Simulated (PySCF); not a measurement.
SMILES C1(CCl)=C(F)[C@H]1O, C4H4ClFO

Molfile (atoms numbered from 1):
```
C4H4ClFO
     RDKit          3D

 11 11  0  0  0  0  0  0  0  0999 V2000
   -1.6002    1.4322    0.6629 O   0  0  0  0  0  0  0  0  0  0  0  0
   -0.9229    0.7922   -0.3692 C   0  0  2  0  0  0  0  0  0  0  0  0
   -0.9878   -0.6727   -0.5852 C   0  0  0  0  0  0  0  0  0  0  0  0
   -1.7356   -1.7031   -0.9404 F   0  0  0  0  0  0  0  0  0  0  0  0
    0.1513   -0.2519   -0.1013 C   0  0  0  0  0  0  0  0  0  0  0  0
    1.5259   -0.4985    0.3343 C   0  0  0  0  0  0  0  0  0  0  0  0
    2.6592    0.0742   -0.9479 Cl  0  0  0  0  0  0  0  0  0  0  0  0
   -1.7288    0.8330    1.4073 H   0  0  0  0  0  0  0  0  0  0  0  0
   -0.8478    1.4868   -1.1977 H   0  0  0  0  0  0  0  0  0  0  0  0
    1.7685    0.0711    1.2319 H   0  0  0  0  0  0  0  0  0  0  0  0
    1.7236   -1.5609    0.4794 H   0  0  0  0  0  0  0  0  0  0  0  0
  1  2  1  0
  2  3  1  0
  3  4  1  0
  3  5  2  0
  5  6  1  0
  6  7  1  0
  5  2  1  0
  1  8  1  0
  2  9  1  6
  6 10  1  0
  6 11  1  0
M  END
```

Computed with GIAO B3LYP/pcSseg-1 magnetisability, rotational g tensor and spin-rotation constants, non-relativistic, gas phase (PySCF 2.14.0). Geometry: GFN2-xTB.

**Question.** Give the nuclear spin-rotation constants along the inertial axes (H = +C I·J) beside the isotropic shieldings.

**Answer.** Rotational constants 3.3125, 1.1774, 0.9570 GHz. A star marks the isotopologue with that one atom substituted, in its own axes.
| atom | isotope | Caa (kHz) | Cbb (kHz) | Ccc (kHz) | mean (kHz) | σ (ppm) |
| --- | --- | --- | --- | --- | --- | --- |
| F4 | 19F | 4.482 | 1.426 | 0.409 | 2.106 | 297.0 |
| Cl7 | 35Cl | 0.393 | 0.382 | 0.156 | 0.311 | 804.9 |
| H8 | 1H | -0.444 | -0.147 | -0.005 | -0.199 | 31.7 |
| H9 | 1H | -0.338 | -0.103 | 0.043 | -0.133 | 27.3 |
| H10 | 1H | -0.323 | -0.001 | -0.058 | -0.127 | 27.5 |
| H11 | 1H | -0.337 | 0.006 | -0.056 | -0.129 | 27.3 |
| O1 | 17O* | -0.525 | -0.159 | -0.090 | -0.258 | 237.5 |
| C2 | 13C* | 0.712 | 0.293 | 0.182 | 0.396 | 117.2 |
| C3 | 13C* | 0.958 | 0.616 | 0.289 | 0.621 | 16.5 |
| C5 | 13C* | 0.936 | 0.429 | 0.201 | 0.522 | 74.7 |
| C6 | 13C* | 0.585 | 0.239 | 0.150 | 0.325 | 143.1 |

For the geometry as given, no vibrational averaging.

**Question.** How do the rotational constants and the g tensor change when H8, H9, H10, H11 are replaced by deuterium?

**Answer.** Constants 3.0462, 1.1318, 0.9318 GHz; g -0.0207, -0.0118, -0.0103, against -0.0224, -0.0122, -0.0106 before.
